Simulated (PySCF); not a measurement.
## Bromine: highly charged ions in a basis for the neutral atom

Br²³⁺ [Ne] 3s2, Br²⁴⁺ [Ne] 3s1. Computed with PySCF 2.14 in cc-pVTZ-PP with ECP10MDF (5s4p3d1f, 39 functions), with scalar relativity through the core potential. No spin-orbit coupling, so a gap to NIST mixes the basis error with missing relativistic terms.

Changed run: basis of the neutral atom used for a highly charged ion. This setting is unsound on purpose.

| species | method | sound run (hartree) | changed run (hartree) | converged |
| --- | --- | --- | --- | --- |
| Br²³⁺ | UHF | not run | -78.30396 | yes |
| Br²³⁺ | M06-2X | not run | -78.39383 | yes |
| Br²³⁺ | TPSS | not run | -78.44349 | yes |
| Br²⁴⁺ | UHF | not run | -40.03184 | yes |
| Br²⁴⁺ | M06-2X | not run | -40.04324 | yes |
| Br²⁴⁺ | TPSS | not run | -40.07470 | yes |

Ionisation energy of Br²³⁺:

| method | changed run (eV) | NIST (eV) |
| --- | --- | --- |
| UHF | 1041.4 | 1070.6 ± 1.4 |
| M06-2X | 1043.6 | 1070.6 ± 1.4 |
| TPSS | 1044.1 | 1070.6 ± 1.4 |

The contracted functions were made for the neutral atom and can be too rigid for a highly charged ion.
